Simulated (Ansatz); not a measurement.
A nudged elastic band was laid between two geometries of CH6Cl2SiSn (11 atoms, charge 0, multiplicity 1).

Theory: Ansatz 0.2.0, RKS r2SCAN-D4/def2-SVP.

- movable images: 7
- climbing image: yes
- spring: 5.0 eV/Å²
- optimiser: quadratic models (default)
- start path: IDPP
- force threshold: 0.05 eV/Å
- iteration limit: 25
- end points: relaxed

First end point:

```xyz
11
Properties=species:S:1:pos:R:3
C -1.248 -0.290 1.461
Sn 0.531 -0.729 0.340
Cl 2.329 0.143 1.631
Si 0.629 0.612 -1.859
Cl -0.281 2.441 -1.445
H -2.077 -0.928 1.120
H -1.509 0.766 1.308
H -1.055 -0.473 2.527
H 0.854 -2.412 0.209
H 2.027 0.860 -2.308
H -0.134 -0.046 -2.962
```

Last end point:

```xyz
11
Properties=species:S:1:pos:R:3
C -1.407 -0.446 1.265
Sn 0.405 -0.853 0.186
Cl 2.163 -0.552 1.759
Si 0.869 0.933 -1.613
Cl 0.203 2.735 -0.803
H -1.367 -0.950 2.241
H -2.276 -0.808 0.698
H -1.492 0.639 1.413
H 0.538 -2.489 -0.324
H 2.321 1.055 -1.929
H 0.109 0.681 -2.873
```

Question: What changes between the two ends?

Answer: No bond is made or broken. The dihedral H6–C1–Sn2–Si4 goes from 86 to -157°. The two ends are copies of one structure, up to a mirror image or an exchange of like atoms.

Question: Give the energies along the band, and the barrier.

Answer: It converged. The highest image is number 4 of 0 to 8, 0.016 eV above the ends, which have the same energy within 2 meV. A vibrational analysis at the climbing image gives one clearly imaginary mode, 71i cm⁻¹: a first-order saddle point.

```csv
image,path coordinate (Å),energy (eV),dihedral H6–C1–Sn2–Si4 (°)
0,0.00,0.000,86
1,0.44,0.002,101
2,0.89,0.008,116
3,1.33,0.014,131
4,1.77,0.016,146
5,2.20,0.014,160
6,2.63,0.009,174
7,3.05,0.003,-172
8,3.48,0.000,-157
```

Question: What is the geometry of the highest image?

Answer: 
```xyz
11
Properties=species:S:1:pos:R:3
C -1.380 -0.415 1.312
Sn 0.414 -0.839 0.206
Cl 2.200 -0.480 1.738
Si 0.833 0.883 -1.664
Cl 0.133 2.703 -0.928
H -1.863 -1.350 1.630
H -2.075 0.170 0.691
H -1.100 0.175 2.195
H 0.556 -2.488 -0.257
H 2.278 1.019 -1.996
H 0.069 0.563 -2.906
```

Time of the run: 3.2 min on 2 threads of Arm Neoverse V2 (shared host), peak memory 0.22 GiB.
